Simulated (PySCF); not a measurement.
ClHSi, SMILES [SiH]Cl (connectivity only; charge and spin as stated), charge -1, multiplicity 2. Atoms are numbered in the order given.

```xyz
3

Si     0.1109     1.1978     0.0000
H     -1.4425     1.3698     0.0000
Cl    -0.0064    -1.0670     0.0000
```
Charge -1, spin multiplicity 2.

Geometry: PBE-D3(BJ)/def2-TZVPD. The multiplicity is an assumed one; other spin states were not compared. The isomer is the one that the SMILES or the coordinates give; other isomers of the formula were not compared.

Level of theory: PBE-D3(BJ)/def2-TZVPD run with PySCF.

Frequencies are harmonic and unscaled.

| mode | ν (cm⁻¹) | IR (km/mol) | moving atoms (share of kinetic energy) |
|---|---|---|---|
| 1 | 349 | 65.1 | Si 54 %, Cl 45 % |
| 2 | 689 | 34.4 | H 95 % |
| 3 | 1805 | 495.2 | H 96 % |
